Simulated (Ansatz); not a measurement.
Geometry optimisation, Ansatz, DFT PBE, scalar-relativistic, plane waves, PAW.

Input file:

```yaml
crystal:
  lattice:
    - [0.0, 5.43, 5.43]
    - [5.43, 0.0, 5.43]
    - [5.43, 5.43, 0.0]
  atoms:
    - { symbol: Si, position: [0.0, 0.0, 0.0] }
    - { symbol: Si, position: [0.125, 0.125, 0.125] }
    - { symbol: Si, position: [0.0, 0.0, 0.5] }
    - { symbol: Si, position: [0.125, 0.125, 0.625] }
    - { symbol: Si, position: [0.0, 0.5, 0.0] }
    - { symbol: Si, position: [0.125, 0.625, 0.125] }
    - { symbol: Si, position: [0.0, 0.5, 0.5] }
    - { symbol: Si, position: [0.125, 0.625, 0.625] }
    - { symbol: Si, position: [0.5, 0.0, 0.0] }
    - { symbol: Si, position: [0.625, 0.125, 0.125] }
    - { symbol: Si, position: [0.5, 0.0, 0.5] }
    - { symbol: Si, position: [0.625, 0.125, 0.625] }
    - { symbol: Si, position: [0.5, 0.5, 0.0] }
    - { symbol: Si, position: [0.625, 0.625, 0.125] }
    - { symbol: Si, position: [0.5, 0.5, 0.5] }
    - { symbol: Si, position: [0.625, 0.625, 0.625] }
    - { symbol: Ti, position: [0.7559806, 0.7443696, 0.7435505] }
basis:
  ecutwfc: 420.0
kpoints:
  mp_grid: { grid: [2, 2, 2] }
hamiltonian:
  xc: pbe
  pseudopotentials: { kind: paw, azcp: { folder: soft_1 } }
scf:
  occupations: { method: fermi_dirac, width: 0.02 }
  lower_state_search: "off"
relax:
  f_tol: 0.08
  max_steps: 25
  adjacent_minimum: "off"
```

Launched with:

```bash
$ ansatz run input.yaml --threads 1 --pin off --max-ram 3072MiB --backend cpu --events-out ev --progress --plain --runs-dir out
```

Q: Where does it end, and by what steps?

A: The run converged. The threshold is loose, so the end isn't yet a minimum. The force dipped under the threshold on the way, but the program's further checks kept it going. Limits of this set-up: coarse k mesh. After 3 steps the energy has fallen by 0.409 eV; Si8 moved furthest, 0.08 Å.

```
step  energy less start (eV)  largest force component (eV/Å)  accepted
   0                  0.0000                           1.229       yes
   1                 -0.3811                           0.363       yes
   2                 -0.4092                           0.046       yes
   3                 -0.4092                           0.046       yes
```

```xyz
17
Lattice="0.0000 5.4300 5.4300 5.4300 0.0000 5.4300 5.4300 5.4300 0.0000" Properties=species:S:1:pos:R:3
Si -0.007 0.000 0.000
Si 1.334 1.341 1.341
Si 2.711 2.711 0.037
Si 4.083 4.088 1.342
Si 2.711 0.037 2.712
Si 4.083 1.342 4.088
Si 5.391 2.715 2.715
Si 6.742 4.119 4.119
Si 0.028 2.715 2.715
Si 1.334 4.089 4.089
Si 2.711 5.393 2.719
Si 4.116 6.740 4.120
Si 2.712 2.718 5.393
Si 4.116 4.119 6.741
Si 5.430 5.430 5.430
Si 6.742 6.741 6.741
Ti 8.141 8.145 8.145
```

Time of the run: 24 s on 1 thread of Arm Neoverse V2, on a shared host, peak memory 0.55 GiB.
